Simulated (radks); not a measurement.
Task: Tc+, configuration [Kr] 4d5 5s1. Calculated with a radial shooting solver on a logarithmic mesh with Libxc functionals: Dirac Kohn-Sham, PBE, spin-unpolarised, spherical densities, finite nucleus; open shells fill j = l - 1/2 first; Fermi nuclear charge, rms radius 4.4112 fm.

Spin-orbit splittings of the eigenvalues, e(l+1/2) - e(l-1/2), with zeta = 2 splitting/(2l+1) and mean radii in bohr:

shell  occ.  splitting (eV)  zeta (eV)  <r> j=l-1/2  <r> j=l+1/2
2p        6           118.3      78.84       0.1271       0.1318
3p        6           19.77      13.18       0.4090       0.4196
3d       10           3.801      1.520       0.3970       0.4005
4p        6           2.941      1.961        1.153        1.183
4d        5               ?          ?        1.662        1.681

Estimate the 4d splitting.

Result: 0.2944 eV (zeta = 0.1177 eV).
